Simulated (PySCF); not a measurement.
Compound: WClF5 (singlet state).
Bonds: W1–Cl2, W1–F3, W1–F4, W1–F5, W1–F6, W1–F7.

Method: PBE0-D3(BJ)/def2-SVP geometry optimisation, gas phase, def2 core potentials past Kr in PySCF 2.14.0; density fitting, grid level 1; the optimiser is geomeTRIC in internal coordinates, started from a GFN2-xTB structure with every atom displaced at random (about 0.03 Å).

Step 0: E = -27907.7445 eV
```
atom  x, y, z in Å  |  force x, y, z in eV/Å
W1      0.0619   -0.0769   -0.0220   -1.418   5.842  -1.714
Cl2    -0.0340   -0.0245    2.2226    0.064  -0.068   0.188
F3     -0.0469    0.0030   -1.9077    0.425  -0.233   1.206
F4      1.9293    0.0125   -0.0747   -1.105  -0.194  -0.018
F5     -1.8361   -0.0245   -0.1241    1.651  -0.241   0.311
F6     -0.0163    1.8431   -0.0775    0.275  -2.028   0.140
F7      0.0340   -1.8347   -0.0852    0.107  -3.077  -0.112
```

**Question.** Estimate the geometry and energy of step 1. (The exact step hangs on the optimiser's Hessian estimate; all steps are aligned on step 0, rigid shifts and turns removed.)

**Answer.** E = -27907.9758 eV, largest force 1.587 eV/Å
```
atom  x, y, z in Å  |  force x, y, z in eV/Å
W1      0.0412   -0.0306   -0.0344   -0.167  -1.528   0.394
Cl2    -0.1061    0.0223    2.2186    0.364  -0.193   0.387
F3      0.0126    0.0082   -1.8610   -0.182  -0.029  -0.830
F4      1.8512    0.0463   -0.1675    1.086  -0.208   0.297
F5     -1.7718   -0.0309   -0.0718   -1.222  -0.018  -0.303
F6      0.0278    1.7778   -0.0445   -0.049   1.336  -0.098
F7      0.0369   -1.8952   -0.1080    0.170   0.641   0.153
```

The energy changes by -0.2313 eV. The first-order estimate −F·Δx gives -0.9371 eV and the mean of the old and new forces, exact on a quadratic surface, -0.2151 eV. The step makes an angle of 57° with the force vector and moves no atom by more than 0.126 Å.

The cost below is that of the whole optimisation. Time: 1.7 min wall; peak memory 0.47 GiB. Hardware: Arm Neoverse V2, one thread, shared host with 96 logical CPUs at a one-minute load of 55.
